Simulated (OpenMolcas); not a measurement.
## W2+: from CASSCF to CASPT2

```
Program             : OpenMolcas
Basis               : ANO-RCC-VQZP [9s8p6d4f3g2h]
Scalar Hamiltonian  : DKH2, point nucleus
Active space        : 4 electrons in 6 orbitals (5d 6s)
State averaging     : 2S+1 = 5 even, 15 roots; 2S+1 = 3 even, 105 roots kept (CI in the orbitals of an earlier block, 97 in the spin-orbit step); 2S+1 = 1 even, 104 roots kept (CI in the orbitals of an earlier block, 84 in the spin-orbit step)
Spin-orbit coupling : state interaction with AMFI integrals over the reference wave functions, term energies averaged over their components
```

Methods on the same reference wave functions:
A. CASSCF
B. SS-CASPT2, IPEA 0.25 Eh, imaginary shift 0.1 Eh (closed shells correlated: 5s 5p)
C. MS-CASPT2, IPEA 0.25 Eh, imaginary shift 0.1 Eh (closed shells correlated: 5s 5p)

Energies in cm⁻¹ above 5d⁴ ⁵D₀, the measured ground level; measured values from NIST levels as listed in McCann et al., Mon. Not. R. Astron. Soc. 538, 537 (2025).

| Level | A | B | C | Measured |
| --- | --- | --- | --- | --- |
| 5d⁴ ⁵D₀ [63 %] | 0.0 | 0.0 | 0.0 | 0.0 |
| 5d⁴ ⁵D₁ | 2172 | 2600 | 2600 | 2256 |
| 5d⁴ ⁵D₂ | 4489 | 5080 | 5080 | 4461 |
| 5d⁴ ⁵D₃ | 6498 | 7040 | 7040 | 6278 |
| 5d⁴ ⁵D₄ | 8170 | 8450 | 8450 | 7687 |
| 5d³ 6s ⁵F₁ | 11389 | 11730 | 11730 | 10969 |
| 5d⁴ ³P₀(1) [58 %] | 11740 | 10920 | 10920 | 9904 |
| 5d³ 6s ⁵F₂ | 12943 | 13250 | 13250 | 12427 |
| 5d⁴ ³P₁(1) [73 %] | 14963 | 13990 | 13990 | 12881 |
| 5d³ 6s ⁵F₃ | 15281 | 15770 | 15770 |  |
| 5d⁴ ³F₂ [65 %] | 16849 | 15030 | 15030 |  |
| 5d³ 6s ⁵F₄ | 17947 | 18300 | 18300 |  |
| 5d⁴ ³P₂(1) [68 %] | 19305 | 17830 | 17830 |  |
| 5d⁴ ³H₅ [51 %] | 19707 | 18220 | 18220 |  |
| 5d³ 6s ⁵F₅ [62 %] | 20655 | 20580 | 20580 |  |
| 5d⁴ ³H₆ | 21719 | 19860 | 19860 |  |
| 5d³ 6s ⁵P₁ [75 %] | 25771 | 24380 | 24380 |  |
| 5d⁴ ³G₅ [61 %] | 26604 | 25130 | 25130 |  |
| 5d⁴ ³D₃ [67 %] | 26723 | 23900 | 23900 |  |
| 5d⁴ ³D₁ | 28611 | 25960 | 25960 |  |
| 5d³ 6s ⁵P₃ | 30024 | 28990 | 28990 |  |
| 5d⁴ ¹I₆ | 30918 | 27900 | 27900 |  |
| 5d³ 6s ³P₁(1) [70 %] | 34283 | 31350 | 31350 |  |
| 5d³ 6s ³P₀(1) [70 %] | 34747 | 31280 | 31280 |  |

Deviations, from unrounded energies. A percentage is the sum of absolute deviations over the sum of measured energies, with the sign that they share, or ± where signs differ.

| Against measurement | Levels | A | B | C |
| --- | --- | --- | --- | --- |
| mean absolute deviation (cm-1) | 8 | 710 | 780 | 780 |
| fine structure of the ground term (%) | 4 | ±3.9 | +12.0 | +12.0 |
| other terms of the ground configuration (%) | 2 | +17.2 | +9.4 | +9.4 |
| other configurations (%) | 2 | +4.0 | +6.8 | +6.8 |

A lies closest to measurement on these levels and B furthest from it. The largest miss of A in the table is 5d⁴ ³P₁(1) [73 %], by +2100 cm-1. The ranking rests on the paired levels alone, and a cruder setting can come out closer through cancelling errors.

Between B and C no level of the table moves by more than 5 cm-1.

The two smallest mean deviations differ by little beside CASPT2's spread within terms, so their order carries little weight.

From A to B the spin-free energies of the other terms of 5d⁴ shown, above ⁵D, scale by factors of 0.79 to 0.83, as is usual when dynamic correlation screens the repulsion within a d or f shell.

The lowest spin-free term lies below A's lowest term by 0.307 hartree in B, 0.307 hartree in C.

CASPT2 does not keep the components of a term degenerate, so their means are used; among the terms shown or strongly mixed into the levels shown the widest spread is 690 cm-1 (5d³ 6s ⁵F, C). Some high roots are left out of the spin-orbit mixing, which shifts the levels that they would mix with. Terms from blocks run as CI alone lack orbitals of their own. Configurations are named by rounded mean occupations; where the s occupation lies near a half they are strongly mixed, a name can repeat and a true partner stay unpaired. A single d shell beside an s shell can misplace configurations of different d count against each other. Without dynamic correlation excited terms often stand tens of per cent too high (terms of higher spin than the ground term too low), and those without a measured partner can miss by more than the paired ones (holds for A). The CASPT2 spread within a term exceeds the gap to the next term for 5d³ 6s ⁵F and 5d⁴ ³F, so the order of their levels is uncertain, and so are names and mixing where such terms share a J (holds for B; C). Blocks of more than 70 roots (2S+1 = 3 even, 1 even) ran without multistate coupling (holds for C). Measured partners are found by configuration, term and J. A level has none where our copy of the source lacks it or the pairing is in doubt (some pairs that miss far off the trend of their configuration count as doubtful), and it then counts in no deviation. Only configurations of the active space appear. The table leaves out levels that lie high or whose names do not pair safely across all columns.

A share in square brackets marks a mixed level and gives the weight of the term that names it, the lowest over the columns. A number in round brackets counts repeated terms of one configuration in the order of the reference energies.
